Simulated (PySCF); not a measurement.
Isomers of C5H12N2OSi, one GFN2-xTB conformer each. Single-point energies are computed at PBE0/pcSseg-1 (PySCF, gas phase, no added dispersion term), electronic only.

**Question.** Rank them by PBE0/pcSseg-1 energy, lowest first (kJ/mol).
A. `[CH2:1]=[C:2]([SiH2:3][NH2:4])[C:5](=[O:6])[CH2:7][CH2:8][NH2:9]` with C1–C2–Si3–N4 110°, C2–Si3–N4–H -173° and 54°, C1–C2–C5–O6 -170°, C2–C5–C7–C8 174°, C5–C7–C8–N9 -175°
B. `[CH3:1][O:2][C@@:3]([CH3:4])([CH2:5][C:6]#[N:7])[SiH2:8][NH2:9]` with C1–O2–C3–C4 -52°, O2–C3–C5–C6 175°, O2–C3–Si8–N9 -56°, C3–Si8–N9–H -179° and 46°
C. `[H]/[N:9]=[CH:8]\[CH2:7][N:5]([Si@@H:3]([CH:2]=[CH2:1])[OH:4])[CH3:6]` with C1–C2–Si3–O4 -48°, C2–Si3–O4–H 59°, C2–Si3–N5–C6 39°, Si3–N5–C7–C8 104°, N5–C7–C8–N9 -8°

**Answer.** C (0.0), A (32.7), B (63.7).

As drawn, the lowest has a C=N bond, an O–H bond and an Si–O bond, which the highest lacks; the highest has a C≡N group, which the lowest lacks. GFN2-xTB itself gives, in the same order: 0.0, 92.7, 56.0. Both levels put the same isomer lowest; measured from each level's own lowest isomer, the values differ by up to 60.0 kJ/mol (C=C([SiH2]N)C(=O)CCN: 92.7 against 32.7).

**Question.** Which frontier levels, dipoles and rotational constants go with these structures?

**Answer.** 
```json
{"SMILES": "[H]/N=C\\CN(C)[Si@H](O)C=C", "HOMO (eV, PBE0/pcSseg-1)": "-6.71", "LUMO (eV)": "-0.67", "dipole (D)": "1.71", "A, B, C (MHz)": "1804, 988.9, 957.1"}
{"SMILES": "C=C([SiH2]N)C(=O)CCN", "HOMO (eV, PBE0/pcSseg-1)": "-6.82", "LUMO (eV)": "-1.78", "dipole (D)": "1.77", "A, B, C (MHz)": "2998, 644.5, 563.5"}
{"SMILES": "CO[C@@](C)(CC#N)[SiH2]N", "HOMO (eV, PBE0/pcSseg-1)": "-7.47", "LUMO (eV)": "0.60", "dipole (D)": "4.50", "A, B, C (MHz)": "1485, 1217, 871.0"}
```
